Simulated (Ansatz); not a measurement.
**Molecular dynamics of CH6F2O2Si2**

input.yaml

```yaml
crystal:
  periodic: [false, false, false]
  atoms:
    - { symbol: Si, position_ang: [-0.070303, -0.044526, 0.027798] }
    - { symbol: O, position_ang: [0.219269, -0.42851, 1.694926] }
    - { symbol: C, position_ang: [-1.038718, -0.33187, 2.480891] }
    - { symbol: H, position_ang: [-1.807838, -1.096283, 2.186676] }
    - { symbol: H, position_ang: [-0.771203, -0.517855, 3.548488] }
    - { symbol: H, position_ang: [-1.524939, 0.677995, 2.42085] }
    - { symbol: F, position_ang: [1.43423, 0.078042, -0.615776] }
    - { symbol: O, position_ang: [-0.91464, 1.427827, -0.144485] }
    - { symbol: Si, position_ang: [-2.407404, 1.390751, -1.000405] }
    - { symbol: H, position_ang: [-3.398005, 0.511258, -0.377743] }
    - { symbol: H, position_ang: [-2.90566, 2.758374, -0.963388] }
    - { symbol: H, position_ang: [-2.255477, 0.983482, -2.397914] }
    - { symbol: F, position_ang: [-0.916313, -1.225785, -0.758917] }
basis:
  gaussian: { orbitals: STO-3G }
hamiltonian:
  xc: blyp
  dispersion: d4
md:
  timestep: 1.0
  n_steps: 300
  ensemble: nvt_langevin
  temperature: 700.0
  initial_velocities: maxwell_boltzmann
  seed: 545588
  friction: 0.02
  temperature_schedule:
    - { n_steps: 75, end_temperature: 700.0 }
    - { n_steps: 225, end_temperature: 10.0 }
```

Command:

```bash
$ ansatz run input.yaml --threads 1 --pin off --max-ram 2048MiB --backend cpu --events-out ev --progress --plain --runs-dir out
```

It starts from a relaxed structure.

Output, in part (step lines, the closing report, with atoms numbered from 0):

```
md step     0: t =     0.00 fs  T =   646.2 K (target 700.0 K)  F+E_penalty+E_count = -26084.02886339 eV  E_kin = 1.085784 eV  (25 SCF iters)
[... lines left out ...]
Total energy: -26083.73907710 eV, -958.5597308900 hartree
Atom 0 at    -0.781822    -0.467053     0.438422 Å, force     0.321494    -0.043322     1.027445 eV/Å
Atom 1 at    -0.924910    -0.532782     2.163987 Å, force    -1.014678    -0.791442     0.375498 eV/Å
Atom 2 at    -2.157405    -1.305827     2.608596 Å, force     0.559921     0.555348    -0.046560 eV/Å
Atom 3 at    -2.434377    -2.162389     1.971315 Å, force    -0.208588    -0.227672    -0.884924 eV/Å
Atom 4 at    -1.874461    -1.818933     3.549617 Å, force    -0.102980     0.378224     0.675854 eV/Å
Atom 5 at    -3.096193    -0.670504     2.758756 Å, force     0.822569    -0.279133    -0.033368 eV/Å
Atom 6 at     0.731888     0.124270     0.277086 Å, force     0.394427     0.245068    -0.324277 eV/Å
Atom 7 at    -2.012525     0.559677    -0.026488 Å, force    -0.466558     0.767927    -0.767930 eV/Å
Atom 8 at    -1.870091     1.589953    -1.405545 Å, force    -0.177797    -1.126702    -0.396792 eV/Å
Atom 9 at    -1.521104     0.824109    -2.612398 Å, force    -0.037704     0.011845     0.159477 eV/Å
Atom 10 at    -3.225772     2.081476    -1.630675 Å, force     0.225707     0.402554     0.139349 eV/Å
Atom 11 at    -0.804865     2.576071    -1.302950 Å, force    -0.149706     0.379779     0.245771 eV/Å
Atom 12 at    -0.841422    -1.931560    -0.289588 Å, force    -0.166106    -0.272475    -0.169543 eV/Å
Dipole moment:    -0.130749    -0.000323    -0.182286 e Å
```

The steps, from the saved trajectory:

```tsv
time (fs)	T (K)	potential energy less start (eV)
0	646	0.000
10	439	0.514
20	467	0.510
30	602	0.678
40	673	0.578
50	484	0.675
60	613	0.490
70	601	0.600
80	613	0.763
90	491	0.677
100	453	1.010
110	352	0.985
120	539	0.696
130	576	0.599
140	543	0.647
150	570	0.630
160	723	0.527
170	578	0.671
180	593	0.614
190	458	0.517
200	500	0.475
210	332	0.403
220	274	0.466
230	315	0.407
240	260	0.447
250	243	0.418
260	310	0.291
270	199	0.340
280	195	0.259
290	171	0.205
300	86	0.290
```

The run went to its last step. The schedule's set-point averaged 240 K over the second half and the system 357 K, so it lags behind the ramp. A run of 0.3 ps of so small a system gives no equilibrium averages. Limits of this set-up: minimal basis.

The same pairs are bonded in the first frame and the last. Pairs count as bonded within 1.25 times the sum of covalent radii (0.12 Å more for H–H).

Last frame:

```xyz
13
Properties=species:S:1:pos:R:3
Si -0.782 -0.467 0.438
O -0.925 -0.533 2.164
C -2.157 -1.306 2.609
H -2.434 -2.162 1.971
H -1.875 -1.819 3.550
H -3.096 -0.670 2.759
F 0.732 0.124 0.277
O -2.013 0.560 -0.026
Si -1.870 1.590 -1.405
H -1.521 0.824 -2.612
H -3.226 2.082 -1.631
H -0.805 2.576 -1.303
F -0.841 -1.932 -0.290
```

The run took 15 min on 1 thread of Arm Neoverse V2, on a shared host, peak memory 0.1 GiB.
